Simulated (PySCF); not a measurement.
C₅H₈Si.
Numbering: `[CH:1]#[C:2][C:3](=[CH2:4])[SiH2:5][CH3:6]` (hydrogens: H7 on C1; H8, H9 on C4; H10, H11 on Si5; H12, H13, H14 on C6)

Torsions of this conformer, `[CH:1]#[C:2][C:3](=[CH2:4])[SiH2:5][CH3:6]`: C2–C3–Si5–C6 -57°.

The closed-shell ground state was solved at several levels (PySCF, density fitting, gas phase, non-relativistic). Isolated species at its PBE0-D3(BJ)/def2-SVP geometry (one conformer only).

```
             level  basis functions  total energy (Eh)  HOMO (eV)  LUMO (eV)  gap (eV)  dipole (D)
  wB97X-D/pcSseg-1              149          -484.6470      -8.97       0.60      9.57        0.57
       HF/pcSseg-1              149          -482.8028      -9.35       2.61     11.96        0.58
    B97-D/pcSseg-1              149          -484.5665      -6.07      -1.97      4.10        0.60
      PBE0/cc-pVTZ              296          -484.4644      -7.15      -1.15      6.00        0.62
        PBE0/6-31G               74          -484.2911      -6.92      -0.70      6.22        0.61
       PBE0/6-31G*              104          -484.3606      -6.87      -0.77      6.10        0.65
      KT3/pcSseg-1              149          -490.2518      -6.10      -2.00      4.10        0.59
     PBE0/def2-SVP              128          -484.1546      -7.11      -1.04      6.07        0.61
BHandHLYP/pcSseg-1              149          -484.5923      -8.04      -0.05      7.99        0.56
      PBE/pcSseg-1              149          -484.3078      -6.15      -2.08      4.07        0.62
  PBE0/aug-cc-pVDZ              214          -484.4026      -7.16      -1.24      5.92        0.61
PBE0/6-311+G(2d,p)              218          -484.4496      -7.18      -1.26      5.92        0.62
```

Estimate the row for PBE0/pcSseg-1, a basis of 149 functions; the other rows only guide the guess.

Total energy -484.3529 Eh, HOMO -7.19 eV, LUMO -1.16 eV, gap 6.03 eV, dipole 0.59 D.

Over all these levels, which gives the widest orbital gap and which the narrowest?

HF/pcSseg-1 (Hartree–Fock, all exact exchange) has the widest, 11.96 eV, and PBE/pcSseg-1 (GGA) the narrowest, 4.07 eV. The two share the basis. From the narrowest to the widest the HOMO moves by -3.20 eV and the LUMO by +4.69 eV.

How much does the basis alone move the frontier levels among the 7 PBE0 rows (the withheld one included)?

The HOMO by 0.32 eV and the LUMO by 0.56 eV. By rising basis size (HOMO, LUMO in eV): 6-31G -6.92, -0.70; 6-31G* -6.87, -0.77; def2-SVP -7.11, -1.04; pcSseg-1 -7.19, -1.16; aug-cc-pVDZ -7.16, -1.24; 6-311+G(2d,p) -7.18, -1.26; cc-pVTZ -7.15, -1.15.

In the pcSseg-1 basis, how does the gap go with the fixed share of exact exchange?

PBE (0 %) 4.07 eV; KT3 (0 %) 4.10 eV; B97-D (0 %) 4.10 eV; PBE0 (25 %) 6.03 eV; BHandHLYP (50 %) 7.99 eV; HF (100 %) 11.96 eV. Each rise in the share widens the gap here.

How far do the dipole and the HOMO energy spread over the levels?

The dipole runs from 0.56 to 0.65 D (mean 0.60 D) and the HOMO from -9.35 to -6.07 eV.

Note: B97-D and wB97X-D ran without an empirical dispersion term, which enters the total energy and its gradient alone.
